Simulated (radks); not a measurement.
Problem. Spherical quantum dot in the effective-mass picture: electrons in a hard-walled sphere of radius 5.57, with a point charge +1 (a donor) at the centre, all in effective atomic units (hartree* = m*/eps^2 hartree, bohr* = eps/m* bohr), one dielectric constant everywhere. Method: non-relativistic Kohn-Sham, LDA (Slater exchange, Perdew-Wang correlation), spin-polarised, spherical densities; computed with a radial shooting solver with Libxc functionals. Levels are named by radial order and angular momentum (1s, 1p, 1d, 2s, ...), and open shells are averaged over m. Results are scaled to m* = 0.102 and eps = 12.7, for which hartree* = 17.21 meV and bohr* = 6.589 nm. At N = 33 the configuration is 1s2 1p6 1d10 2s(up 1, down 0) 1f14. Does electron 34 go into 2s down or 1g down or 1g up?

Solution. Into 2s down. The total energies of the other choices lie higher by 0.635 meV (1g up), 0.645 meV (1g down).
